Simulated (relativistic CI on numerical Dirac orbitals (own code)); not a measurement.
## Slater and spin-orbit integrals, Mo XXII

Calculated at this level of theory: Dirac-Coulomb-Breit CI, separate exchange-only KLI orbitals for each configuration, model QED, unscaled Slater integrals (own radial code, finite nucleus).

Slater integrals F^k, G^k are unscaled and averaged over j, outside the closed core [Ne]; ζ comes from projecting the Hamiltonian with its Breit term on Σ l·s of the shell.

- 3s²3p⁶3d³: F^2(3d,3d) = 284590, F^4(3d,3d) = 183050, ζ(3d) = 13630 cm⁻¹; <r>(3d) = 0.3555, <r^2>(3d) = 0.1476 (bohr units).
- 3s²3p⁵3d⁴: ζ(3p) = 113760, F^2(3d,3d) = 283810, F^4(3d,3d) = 182520, F^2(3p,3d) = 254270, G^1(3p,3d) = 282040, G^3(3p,3d) = 185060, ζ(3d) = 13394 cm⁻¹; <r>(3p) = 0.3911, <r^2>(3p) = 0.1766, <r>(3d) = 0.3564, <r^2>(3d) = 0.1483 (bohr units).
- 3s3p⁶3d⁴: F^2(3d,3d) = 283490, F^4(3d,3d) = 182310, G^2(3s,3d) = 213160, ζ(3d) = 13534 cm⁻¹; <r>(3s) = 0.398, <r^2>(3s) = 0.1804, <r>(3d) = 0.3568, <r^2>(3d) = 0.1486 (bohr units).

Task: Give the Racah parameters of the d shell in 3s²3p⁶3d³.

Result: B = F²/49 − 5F⁴/441 = 3733 cm⁻¹ and C = 35F⁴/441 = 14527 cm⁻¹.

Averages of the first 10 configurations, taken without configuration mixing, which lowers the lowest level and can move excited configurations by several eV; other configurations of the list can lie among them:

```json
{"Configuration": "3s²3p⁶3d³", "Parity": "even", "States": "120", "Average energy above the lowest level (eV)": "13.8"}
{"Configuration": "3s²3p⁵3d⁴", "Parity": "odd", "States": "1260", "Average energy above the lowest level (eV)": "161.0"}
{"Configuration": "3s3p⁶3d⁴", "Parity": "even", "States": "420", "Average energy above the lowest level (eV)": "269.4"}
{"Configuration": "3s²3p⁶3d²4s", "Parity": "even", "States": "90", "Average energy above the lowest level (eV)": "392.5"}
{"Configuration": "3s²3p⁶3d²4p", "Parity": "odd", "States": "270", "Average energy above the lowest level (eV)": "430.0"}
{"Configuration": "3s²3p⁶3d²4d", "Parity": "even", "States": "450", "Average energy above the lowest level (eV)": "484.4"}
{"Configuration": "3s²3p⁶3d²4f", "Parity": "odd", "States": "630", "Average energy above the lowest level (eV)": "532.8"}
{"Configuration": "3s²3p⁵3d³4s", "Parity": "odd", "States": "1440", "Average energy above the lowest level (eV)": "535.2"}
{"Configuration": "3s²3p⁵3d³4p", "Parity": "even", "States": "4320", "Average energy above the lowest level (eV)": "572.9"}
{"Configuration": "3s²3p⁶3d4s4p", "Parity": "odd", "States": "120", "Average energy above the lowest level (eV)": "825.5"}
```
